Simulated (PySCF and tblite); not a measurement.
The numbers below are computed, except where a source is named.
System: C₇H₅BrN₂, numbered as in [Br:1][c:2]1[cH:3][cH:4][cH:5][c:6]2[nH:7][n:8][cH:9][c:10]12.

Geometries: GFN2-xTB; energies: PBE0/pcSseg-1 + D3(BJ); zero-point and thermal terms from GFN2-xTB harmonic modes (soft modes blended into free rotors). Rates follow Eyring's equation with the number of equivalent paths and no tunnelling. (PySCF 2.14 with density fitting, tblite 0.8.)

Tunnelling of the moving H, left out here, will speed the real process. In real samples such hydrogens mostly exchange between molecules or through solvent, far faster than by this path. DFT energies on a tight-binding saddle of a bond shift can be off by several kcal/mol. Spin–orbit effects of heavy atoms on shieldings are missing.

Task: What barrier does the shift of H on N7 from N7 to N8 meet, and how fast is it at 298 K?

Result: The electronic barrier is 56.0 kcal/mol and ΔG‡(298 K) 51.9 kcal/mol, over a C1 saddle with an imaginary mode of 1639i cm⁻¹ (GFN2-xTB). With 2 equivalent paths, k is 1.1×10⁻²⁵ s⁻¹. The end lies 4.6 kcal/mol above the start in free energy.
